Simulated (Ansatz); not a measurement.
Reaction (ligand exchange at the Sc–C bond): `[CH3][Sc]([F])[F]` + `O[SiH3]` → `[F][Sc]([F])[O][SiH3]` + CH₄

Isolated molecules relaxed with PBE0-D4/def2-TZVP in Ansatz; ΔE leaves out vibrations. CBS: MP2 limit from def2 TZ/QZ plus the TZ coupled-cluster correction, frozen cores. This one scheme is used for every species. Functionals use def2-TZVPP. HSE06 is defined as in plane-wave codes. For Sc outer-core shells are correlated without core-valence functions, which leaves a few kJ/mol of doubt a bond. Scalar relativity is left out up to krypton. Each species was taken in one conformer, which may not be the lowest.

`[CH3][Sc]([F])[F]`:

```xyz
7

C     0.199   -0.664   -0.725
Sc   -0.212    0.768    0.861
F    -1.609    0.404    2.006
F     0.832    2.283    0.957
H     1.223   -0.590   -1.110
H     0.037   -1.701   -0.406
H    -0.470   -0.500   -1.582
```

`O[SiH3]`:

Cartesian coordinates in Å:
```
O -0.790 0.997 -0.157
Si 0.198 -0.269 0.211
H -0.895 1.229 -1.080
H -0.275 -1.536 -0.413
H 0.168 -0.393 1.686
H 1.594 -0.028 -0.247
```

`[F][Sc]([F])[O][SiH3]`:

```xyz
8

F     0.037   -2.914    1.508
Sc    0.438   -1.116    1.541
F     1.241   -0.383    3.029
O     0.025   -0.033    0.062
Si   -0.347    0.894   -1.231
H     0.108    0.232   -2.483
H     0.317    2.221   -1.124
H    -1.819    1.099   -1.302
```

CH₄:

Z-matrix (Å, degrees):
```
C
H 1 1.090
H 1 1.090 2 109.5
H 1 1.090 2 109.5 3 -120.0
H 1 1.090 2 109.5 3 120.0
```

```csv
level,ΔE (kcal/mol),difference from CCSD(T)/CBS
BLYP-D4,-54.7,-1.0
PBE0-D4,-52.3,1.4
r2SCANh-D4,-53.9,-0.2
BHLYP-D4,-55.5,-1.8
ωB97X-V,-53.5,0.2
ωB97M-V,-52.5,1.2
B2PLYP,-55.2,-1.5
r2SCAN,-54.0,-0.3
HSE06,-51.9,1.8
BHLYP,-54.9,-1.2
LC-ωPBE,-52.9,0.8
CCSD(T)/def2-SVP,-61.3,-7.6
MP2/def2-TZVPP,-55.2,-1.5
SCS-MP2/def2-TZVPP,-55.5,-1.8
MP2/def2-QZVPP,-54.9,-1.2
CCSD/CBS(def2),-53.6,0.1
CCSD(T)/CBS,-53.7,0
```

Largest T1 diagnostic among the species: 0.016.

From BLYP to BHLYP (50 % exact exchange), in def2-TZVPP and without D4, ΔE moves by −0.7 kcal/mol. Leaving LDA and LC-ωPBE aside and taking each functional with its dispersion term where it has one, the values, not all of them listed here, spread over 3.3 kcal/mol, from BHLYP-D4 to revPBE-D4.
